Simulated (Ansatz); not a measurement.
A nudged elastic band was laid between two geometries of a periodic cell of 20 atoms, HC₁₈F (surface graphene monolayer, adsorbate HF).

Method: Ansatz, DFT PBE, scalar-relativistic, plane waves, PAW. Settings: cutoff 420 eV, k mesh 2x2x1, gaussian smearing 0.02 eV, no spin polarisation.

* movable images: 5
* climbing image: yes
* spring: 5.0 eV/Å²
* optimiser: quadratic models (default)
* start path: IDPP
* force threshold: 0.05 eV/Å
* iteration limit: 59
* end points: relaxed

Initial state:

```xyz
20
Lattice="7.3980 0.0000 0.0000 -3.6990 6.4069 0.0000 0.0000 0.0000 12.0000" Properties=species:S:1:pos:R:3
C -0.214 -0.122 0.928
C 1.021 0.591 0.927
C -1.435 2.007 0.937
C -0.213 2.713 0.933
C -2.679 4.135 0.927
C -1.434 4.854 0.927
C 2.265 -0.128 0.927
C 3.484 0.576 0.928
C 1.022 1.999 0.928
C 2.266 2.718 0.927
C -0.214 4.151 0.929
C 1.020 4.862 0.928
C 4.718 -0.137 0.929
C 5.964 0.580 0.931
C 3.484 2.014 0.928
C 4.717 2.728 0.930
C 2.265 4.143 0.928
C 3.484 4.847 0.927
F 6.419 2.165 4.159
H 6.398 2.172 3.221
```

Final state:

```xyz
20
Lattice="7.3980 0.0000 0.0000 -3.6990 6.4069 0.0000 0.0000 0.0000 12.0000" Properties=species:S:1:pos:R:3
C 0.063 -0.018 0.832
C 1.290 0.685 0.904
C -1.173 2.123 1.268
C 0.095 2.856 0.956
C -2.410 4.264 0.834
C -1.187 4.976 0.904
C 2.500 -0.027 0.969
C 3.764 0.702 1.288
C 1.299 2.141 0.894
C 2.524 2.840 0.823
C 0.078 4.256 0.893
C 1.296 4.967 0.819
C 5.019 -0.015 0.921
C 6.213 0.668 0.927
C 3.769 2.148 0.927
C 4.959 2.841 0.933
C 2.526 4.259 0.779
C 3.757 4.970 0.786
F 3.792 0.713 2.795
H 6.214 2.110 2.387
```

Problem. What changes between the two ends?

Solution. Contacts lost: F19–H20. Contacts made: C3–H20, C8–F19. The atom that moves furthest is F19, by 3.30 Å.

Problem. Give the energies along the band, and the barrier.

Solution. It converged. The highest image is number 5 of 0 to 6, 2.82 eV above the first end and 0.59 eV above the last; the last end lies 2.23 eV above the first. Neighbouring images differ by up to 2.4 eV, so the band resolves the path poorly. By the program's own check the climbing image is of a kind that is not told: the force calls were inconclusive, a negative curvature could not be distinguished from the path's own, the only one lies far off the path, or fixed occupations may fill a level only in part (lowest curvatures found: -4.38 and 0.91 eV/Å²). Limits of this set-up: coarse k mesh, slab without dipole correction, no dispersion correction for a molecule that may bind weakly.

| image | path coordinate (Å) | energy (eV) | F19–H20 (Å) | C3–H20 (Å) | C8–F19 (Å) |
| --- | --- | --- | --- | --- | --- |
| 0 | 0.00 | 0.00 | 0.94 | 2.33 | 4.64 |
| 1 | 0.83 | 0.00 | 0.94 | 2.32 | 4.32 |
| 2 | 1.66 | 0.00 | 0.94 | 2.40 | 3.86 |
| 3 | 2.49 | 0.02 | 0.94 | 2.34 | 3.38 |
| 4 | 3.32 | 0.42 | 0.97 | 1.94 | 2.63 |
| 5 | 4.15 | 2.82 | 1.88 | 1.18 | 2.15 |
| 6 | 5.05 | 2.23 | 2.83 | 1.12 | 1.51 |

Problem. What is the geometry of the highest image?

Solution. 
```xyz
20
Lattice="7.3980 0.0000 0.0000 -3.6990 6.4069 0.0000 0.0000 0.0000 12.0000" Properties=species:S:1:pos:R:3:forces:R:3
C 0.039 -0.029 0.875 0.00 0.00 0.00
C 1.267 0.681 0.961 0.00 0.00 0.00
C -1.229 2.095 1.191 0.00 0.00 0.00
C 0.044 2.831 1.042 0.00 0.00 0.00
C -2.435 4.255 0.875 0.00 0.00 0.00
C -1.205 4.964 0.961 0.00 0.00 0.00
C 2.500 -0.023 1.006 0.00 0.00 0.00
C 3.749 0.698 1.049 0.00 0.00 0.00
C 1.264 2.123 0.961 0.00 0.00 0.00
C 2.488 2.829 0.869 0.00 0.00 0.00
C 0.041 4.241 0.961 0.00 0.00 0.00
C 1.265 4.948 0.869 0.00 0.00 0.00
C 4.980 -0.033 0.883 0.00 0.00 0.00
C 6.193 0.655 0.881 0.00 0.00 0.00
C 3.731 2.130 0.883 0.00 0.00 0.00
C 4.933 2.837 0.881 0.00 0.00 0.00
C 2.496 4.246 0.842 0.00 0.00 0.00
C 3.728 4.957 0.841 0.00 0.00 0.00
F 4.355 1.048 3.079 0.00 0.00 0.00
H 5.842 1.906 2.309 0.00 0.00 0.00
```

The run took 11 min on 1 thread of Intel(R) Xeon(R) 6975P-C (Granite Rapids) (shared host), peak memory 1.1 GiB.
